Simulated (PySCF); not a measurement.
Zn(OMe)(SH) (CH4OSZn), SMILES C[O][Zn][SH]. Atoms are numbered in the order given.

```xyz
8

Zn     0.0686     0.0525     0.0842
O      1.2745    -0.7759    -0.9290
C      1.0414    -1.4488    -2.1314
H      0.6284    -0.7978    -2.9310
H      1.9975    -1.8530    -2.5156
H      0.3506    -2.3127    -2.0294
S     -1.2492     1.1405     1.4363
H     -1.4910     0.0397     2.1895
```

Geometry: B3LYP-D3(BJ)/def2-SVP. The structure was generated by enumeration; whether it is a known compound was not checked. One conformer was computed; it need not be the lowest.

The numbers are results of TDDFT-PBE/def2-SVPD (PySCF), not measurements.

Vertical excitations. The molecule is in vacuum.

Task: Estimate the UV-visible absorptions. (Estimate from the structure and the level; the computed values follow.)

Result: 
```tsv
state	energy (eV)	λ (nm)	f	main pairs
S1	4.15	299	0.004	HOMO→LUMO 100 %
S2	4.43	280	0.030	HOMO−1→LUMO 95 %
S3	4.78	260	0.040	HOMO−2→LUMO 83 %, HOMO→LUMO+1 14 %
S4	5.27	235	0.001	HOMO−1→LUMO+1 97 %
S5	5.33	233	0.005	HOMO→LUMO+2 96 %
S6	5.34	232	0.075	HOMO→LUMO+1 72 %
S7	5.56	223	0.001	HOMO−2→LUMO+1 99 %
S8	5.74	216	0.020	HOMO−1→LUMO+2 54 %, HOMO→LUMO+3 34 %
S9	5.79	214	0.026	HOMO→LUMO+3 61 %, HOMO−1→LUMO+2 25 %
S10	5.95	208	0.008	HOMO−2→LUMO+2 86 %
T1	3.87	320	0	HOMO→LUMO 99 %
T2	4.07	305	0	HOMO−1→LUMO 99 %
T3	4.31	288	0	HOMO−2→LUMO 98 %
T4	4.83	257	0	HOMO→LUMO+1 98 %
```
Triplets are in the Tamm–Dancoff approximation, which puts them higher than full response would, so one can lie above its singlet here.
